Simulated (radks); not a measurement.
All-electron atom: Pt17+ in [Kr] 4d10 4f13 5s2. Calculated with a radial shooting solver on a logarithmic mesh with Libxc functionals: non-relativistic Kohn-Sham, PBE, spin-polarised, spherical densities, point nucleus; open shells are filled with parallel spins first (spin-orbit coupling, left out, can overturn this in heavy ions); relativity is left out, which matters for an element this heavy.

Normalised radial functions P(r) = r R(r), r in bohr:

```
   r/bohr * 4d down, o 4f down (the largest magnitude, 1.52, reaches the edge; | marks zero, & curves that meet)
  0.00186                             &
 0.002775                             &
  0.00414                             &
 0.006176                             &
 0.009213                             &
  0.01374                             &
   0.0205                             o*
  0.03059                             o  *
  0.04563                             o     *
  0.06808                             | o         *
   0.1016                             |    o           *
   0.1515                             |          o *
    0.226                        *    |                   o
   0.3372   *                         |                         o
    0.503  *                          |                       o
   0.7444                *            |             o
    1.111                           * |   o
    1.657                             *o
    2.472                             &
```

4d down: eigenvalue -679.02 eV, 1 radial node at r = 0.206 bohr, <r> = 0.463 bohr, 90 % of the charge inside 0.686 bohr. 4f down: eigenvalue -448.40 eV, 0 radial nodes, <r> = 0.474 bohr, 90 % of the charge inside 0.744 bohr.
